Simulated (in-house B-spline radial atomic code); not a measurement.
Radial electron density of Cl VI (Cl5+), [Ne] 3s2. Method: non-relativistic PBE0, spin-polarised, spherical fractional occupations, point nucleus. Calculated with a B-spline radial code for spherical atoms.

Columns: r (bohr), 4πr²n(r) (electrons per bohr), bar.

```
 0.00338   0.4142 #
 0.00403   0.5759 #
 0.00481    0.799 ##
 0.00574    1.102 ##
 0.00684    1.508 ###
 0.00816    2.052 #####
 0.00973    2.766 ######
  0.0116    3.689 ########
  0.0138    4.845 ###########
  0.0165    6.321 ##############
  0.0197    8.085 ##################
  0.0235    10.12 #######################
   0.028    12.34 ############################
  0.0334    14.64 #################################
  0.0398    16.78 ######################################
  0.0474    18.49 ##########################################
  0.0566    19.48 ############################################
  0.0674     19.5 ############################################
  0.0804     18.5 ##########################################
  0.0959    16.72 ######################################
   0.114    14.75 #################################
   0.136    13.28 ##############################
   0.163    13.06 #############################
   0.194    14.29 ################################
   0.231    16.48 #####################################
   0.276    18.54 ##########################################
   0.329    19.12 ###########################################
   0.392    17.49 #######################################
   0.468    13.84 ###############################
   0.558     9.39 #####################
   0.665     5.59 #############
   0.793    3.294 #######
   0.945    2.414 #####
    1.13    2.173 #####
    1.34    1.861 ####
     1.6    1.257 ###
    1.91   0.6267 #
    2.28   0.2209 
    2.72  0.05239 
    3.24 0.007901 
    3.87 0.0006682 
    4.61 3.08e-05
```

On this grid the curve has 2 maxima, near 0.0674, 0.329 bohr.

The 2p up radial function P(r) = rR(r), positive near the nucleus:

```json
{"r (bohr)": "0.00338", "P": "0.001733"}
{"r (bohr)": "0.00481", "P": "0.003468"}
{"r (bohr)": "0.00684", "P": "0.006894"}
{"r (bohr)": "0.00973", "P": "0.01361"}
{"r (bohr)": "0.0138", "P": "0.02646"}
{"r (bohr)": "0.0197", "P": "0.05133"}
{"r (bohr)": "0.028", "P": "0.0968"}
{"r (bohr)": "0.0398", "P": "0.1776"}
{"r (bohr)": "0.0566", "P": "0.3136"}
{"r (bohr)": "0.0804", "P": "0.5244"}
{"r (bohr)": "0.114", "P": "0.8147"}
{"r (bohr)": "0.163", "P": "1.159"}
{"r (bohr)": "0.231", "P": "1.439"}
{"r (bohr)": "0.329", "P": "1.512"}
{"r (bohr)": "0.468", "P": "1.268"}
{"r (bohr)": "0.665", "P": "0.7933"}
{"r (bohr)": "0.945", "P": "0.3343"}
{"r (bohr)": "1.34", "P": "0.08328"}
{"r (bohr)": "1.91", "P": "0.009456"}
```
